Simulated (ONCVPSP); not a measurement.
Before and after: ONCV potential for K (Z = 19)

```json
{
 "Element": "potassium (K)",
 "Generator": "ONCVPSP 4.0.1",
 "Type": "optimised norm-conserving Vanderbilt (ONCV)",
 "Functional": "Wu-Cohen",
 "Relativity": "scalar-relativistic",
 "Frozen core": "[Ne]",
 "Valence charge": "9",
 "Reference configuration": "3s2 3p6 4s1",
 "Partial waves": "3s+4s: rc 1.90 bohr, ncon 4, nbas 7, qcut 4.9 1/bohr, 2 projectors; 3p: rc 1.30 bohr, ncon 3, nbas 7, qcut 5.3 1/bohr, 1 projector; d scattering state at 0.08 Ha: rc 2.00 bohr, ncon 3, nbas 7, qcut 5.3 1/bohr, 2 projectors, debl 3.8 Ha",
 "Local potential": "polynomial inside 1.10 bohr (lpopt 5, dvloc0 0 Ha)",
 "Core correction": "polynomial model core, fcfact 0.5"
}
```

Change: all radii but the core radius scaled by about 1.19 (s 2.26, p 1.54, d 2.38 bohr); local potential polynomial inside 1.30 bohr (lpopt 5, dvloc0 0 Ha).

Cutoffs: the cutoffs (Ha) at which the residual kinetic energy of the hardest occupied pseudo-wave falls to 1 and 0.1 mHa per electron; they do not see the model core or the augmentation charge, which bear on the density cutoff. Errors are all-electron minus pseudo energies relative to the spin-unpolarised reference configuration.

Question: What does the change do?

Answer: The potential gets neither clearly harder nor softer (11 Ha and 30 Ha → 11 Ha and 14 Ha); the p channel sets the loose cutoff, while the largest relative change is in s, which becomes softer; the errors of the 4 common tests hardly move; neither file shows a bound ghost.

```csv
quantity,base,changed
"cutoff, loose",11 Ha,11 Ha
"cutoff, tight",30 Ha,14 Ha
loose cutoff by channel,"s 9.3 Ha, p 11 Ha","s 4.5 Ha, p 11 Ha"
bound ghosts,none,none
GHOST(+) flags under 300 eV,none,none
"error for 3s2 3p6 4s0, meV [ΔE 4.17 eV]",-0.2,-0.3
"error for 3s2 3p6 4s0.5, meV [ΔE 1.59 eV]",0.0,-0.1
"error for 3s2 3p6 4s0 4p1, meV [ΔE 1.48 eV]",+1.9,+1.7
"error for 3s2 3p5 4s1, meV [ΔE 24.95 eV]",+17,+19
"rms error of d²Exc/dni dnj with the model core, mHa",1.26,1.41
```

Base: The cutoffs count occupied waves only; projector 2 of the d channel, the hardest unoccupied one, needs 65 Ha at the loose tolerance. Changed file: The cutoffs count occupied waves only; projector 2 of the d channel, the hardest unoccupied one, needs 44 Ha at the loose tolerance.
